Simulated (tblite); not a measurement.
Compound: C4H8F3PSi.
Cartesian coordinates in Å at the GFN2-xTB level; atoms count from 1:
```
atom  x, y, z in Å
F1    -3.1146   -0.3660    0.6684
C2    -2.3628    0.7129    0.4025
F3    -3.0292    1.4098   -0.5415
F4    -2.3850    1.4797    1.5058
C5    -0.9759    0.3506   -0.0122
C6    -0.8515   -0.7668   -1.0212
P7    -0.3522   -1.2556    0.6805
C8     1.4926   -1.0717    0.5916
Si9    2.3498    0.5434    0.0379
H10   -0.3369    1.2196   -0.1052
H11   -0.0840   -0.6573   -1.7752
H12   -1.7778   -1.1767   -1.4033
H13    1.8327   -1.8986   -0.0375
H14    1.8419   -1.3093    1.6003
H15    1.9632    0.8884   -1.3343
H16    3.7882    0.2842    0.0763
H17    1.9945    1.6253    0.9563
```

Level: GFN2-xTB in tblite, geometry and Hessian alike; calculated harmonic values, unscaled, isolated species. Against measured fundamentals such values can be off by several per cent, at times by over 20. Modes of hydrogen on silicon can be 10 to 20 % off. One conformer, not necessarily the lowest.

Harmonic wavenumbers (cm⁻¹): 35.5, 55.7, 102.7, 108.3, 148.8, 169.7, 251.2, 284.7, 318.9, 387.0, 472.8, 494.8, 504.5, 516.9, 585.2, 637.8, 689.2, 714.0, 737.1, 778.0, 780.4, 796.4, 803.1, 806.8, 828.2, 907.2, 989.1, 1017.2, 1025.8, 1062.3, 1073.8, 1123.2, 1173.6, 1183.9, 1287.3, 1403.5, 1438.4, 2237.2, 2272.0, 2282.5, 2938.4, 2956.8, 3048.1, 3053.0, 3069.7.

A = 2076, B = 650.0, C = 592.5 MHz; mass 172.008 u (most abundant isotopes); point group C1, symmetry number 1.

Question: Zero-point energy?

Answer: Half the sum of the wavenumbers: 23775 cm⁻¹ = 67.98 kcal/mol.

Question: Give the ideal-gas entropy at 298.15 K and 1 bar in the rigid-rotor, harmonic-oscillator model (classical rotation).

Answer: Translation 41.36, rotation 30.38, vibration 33.90: S = 105.6 cal/(mol K).

Question: And Cp and H(298.15 K) − H(0)?

Answer: Cp = 42.82 cal/(mol K), of which vibrations give 34.87 (their classical limit is 45 R = 89.4); H(298.15 K) − H(0) = 7.61 kcal/mol without the zero-point energy, 5.24 from vibrations.

Question: Which modes carry the vibrational entropy at 298.15 K?

Answer: 35.5 cm⁻¹: 5.50; 55.7 cm⁻¹: 4.60; 102.7 cm⁻¹: 3.40; 108.3 cm⁻¹: 3.30; 148.8 cm⁻¹: 2.69; 169.7 cm⁻¹: 2.44 cal/(mol K); the other 39 give 11.97 together.

Question: What must be added to the electronic energy to get the Gibbs energy at 298.15 K and 1 bar?

Answer: ZPE + [H(298.15 K) − H(0)] − T·S = 67.98 + 7.61 − 31.49 = 44.10 kcal/mol.

Question: How do the functions run with temperature in this model?

Answer: 
```
T (K)  S (cal/(mol K))  Cp (cal/(mol K))  H − H(0) (kcal/mol)  G − H(0) (kcal/mol)  ln q(vib)
  100             73.7              20.1                 1.40                -5.96       2.29
  200             90.9              31.3                 3.96               -14.23       5.30
  300            105.9              43.0                 7.69               -24.08       8.27
  500            132.3              60.1                18.15               -47.98      14.12
  800            163.9              73.9                38.48               -92.60      22.20
 1000            181.0              79.4                53.85              -127.13      27.03
```

q(vib) and H(0) count from the zero-point level.

Question: Blend soft modes into free rotors: weight 1/[1 + (100 cm⁻¹/ν̃)⁴] for the oscillator and the rest for a rotor with moment μB/(μ + B), μ = h/(8π²ν), B = 10⁻⁴⁴ kg m². What vibrational entropy results?

Answer: 30.72 cal/(mol K) in place of 33.90, which changes −T·S at 298.15 K by +0.95 kcal/mol.

Hindered rotation and anharmonicity are outside this model. Other conformers, if any are populated, would add a mixing term that is left out. The structure is chiral; the term R ln 2 for an equal mix with its mirror image is left out.
